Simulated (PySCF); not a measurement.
# Reading the logs of faulty runs: BCGeH6Si

Calculated results; nothing here was measured. They come from PySCF 2.14.0, an open-source quantum chemistry program, on an isolated molecule that a program drew, which may never have been made. The molecule is BCGeH6Si (charge 0, doublet), drawn as the SMILES string `[BH][C]([SiH3])=[GeH2]`.

Each row is a Hartree-Fock (HF) and frozen-core CCSD(T) single point in the cc-pV(D+d)Z basis, meant for a local HF minimum. Run 1 is clean. Each other run has one planted mistake out of seven kinds, and not every kind appears here: one electron removed, one electron added, multiplicity raised by two, geometry at a saddle point, minimal basis STO-3G, one bond length entered in bohr, all coordinates scaled. The reference is restricted for singlets and unrestricted otherwise, and also for a bond in bohr. Adding or removing an electron swaps singlet and doublet. Electrons count all cores. HOMO and LUMO are orbital energies over both spins, the gradient is its largest component, and the lowest frequency (negative if imaginary) is given only where the gradient is small. Bond lengths are over the 9 bonds as drawn. T1 is the CCSD diagnostic: over 0.02 (restricted) or 0.045 (unrestricted) a single reference is doubtful. Germanium has the cc-pVDZ-PP basis, with a core potential (ECP10MDF) in place of its 10 inner electrons, and its 3s, 3p and 3d shells are frozen in CCSD(T).

Geometry of the clean run:
```xyz
10
BCGeH6Si, angstrom
B     0.6728   -2.4420    0.3207
C    -0.4549   -1.7731    0.7346
Si   -0.4916   -0.5772    2.1528
Ge   -2.0418   -2.1943   -0.3190
H     1.6223   -3.0256   -0.0545
H    -0.9250    0.7661    1.6994
H    -1.4409   -1.0245    3.2000
H     0.8547   -0.4556    2.7620
H    -1.6832   -3.1426   -1.4785
H    -2.6904   -0.9123   -0.8716
```

| run | electrons | basis functions | <S^2> | HOMO (eV) | LUMO (eV) | gradient (hartree/bohr) | lowest frequency (cm^-1) | mean bond (Å) | longest bond (Å) | T1 | HF (hartree) | CCSD(T) (hartree) | mistake |
|---|---|---|---|---|---|---|---|---|---|---|---|---|---|
| 1 | 63 | 104 | 0.767 | -8.11 | 1.03 | 1.3e-05 | 100 | 1.5427 | 1.951 | 0.0168 | -648.28398 | -648.74831 | no fault |
| 2 | 62 | 104 | 0.000 | -14.89 | -6.38 | 7.1e-02 | - | 1.5427 | 1.951 | 0.0209 | -648.01473 | -648.47327 | one electron removed |
| 3 | 63 | 104 | 1.168 | -8.31 | 0.08 | 3.2e-02 | - | 1.7356 | 3.687 | 0.0638 | -648.18961 | -648.63729 | one bond length entered in bohr |
| 4 | 63 | 104 | 3.772 | -6.00 | -0.59 | 1.2e-01 | - | 1.5427 | 1.951 | 0.0174 | -648.17164 | -648.60306 | multiplicity raised by two |
| 5 | 63 | 104 | 0.760 | -7.95 | 1.41 | 9.6e-02 | - | 1.3900 | 1.758 | 0.0141 | -648.16938 | -648.62303 | all coordinates scaled |
| 6 | 64 | 104 | 0.000 | -0.71 | 6.94 | 5.8e-02 | - | 1.5427 | 1.951 | 0.0249 | -648.27520 | -648.77616 | ? |

**Which mistake was planted in run 6, and what did it cost?**

It counts 64 electrons, one more than the clean run, at the same geometry and basis. So the mistake is: one electron added. Subtracting run 1 and multiplying by 627.51 kcal/mol a hartree, the energy moved by 5.5 kcal/mol in HF and -17.5 kcal/mol in CCSD(T).

Cautions from the logs. Run 2: T1 is over the limit, so its CCSD(T) energy is less reliable; run 3: T1 is over the limit, so its CCSD(T) energy is less reliable; run 6: T1 is over the limit, so its CCSD(T) energy is less reliable.
